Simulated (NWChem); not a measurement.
System: CuNH3Cl; SMILES [Cl][Cu]<-[NH3]

Computed with NWChem. Geometry: optimised at PBE-D3(BJ)/def2-SVP. Hybrids' shares of exact exchange are those that their runs print; pure functionals count as 0. The functionals differ in more than this share.

```
row                  share of exact exchange  orbital gap (eV)
-------------------  -----------------------  ----------------
PBE/def2-TZVP                           0.00              3.34
TPSSh/def2-TZVP                         0.10          withheld
B3LYP/def2-TZVP                         0.20              5.05
B97-2/def2-TZVP                         0.21              5.38
PBE0/def2-TZVP                          0.25              5.66
PW6B95/def2-TZVP                        0.28              5.71
MPW1K/def2-TZVP                         0.43              7.24
BHandHLYP/def2-TZVP                     0.50              7.52
```

Task: Fit a straight line of the last column on the one before it, predict the withheld value, and compare with the run.

Result: 
1. Means of the 7 shown rows: x = 0.267, y = 5.700. Slope Σ(x − x̄)(y − ȳ)/Σ(x − x̄)² = 1.368/0.1603 = 8.530; intercept 3.421.
2. The shown rows scatter about the line by 0.127 (root mean square); the largest residual is +0.17, at B97-2/def2-TZVP.
3. At x = 0.10 (TPSSh/def2-TZVP; inside the shown range) the line gives 4.27.
4. The run gives 4.51, +0.24 from the line, 1.9 times the scatter.
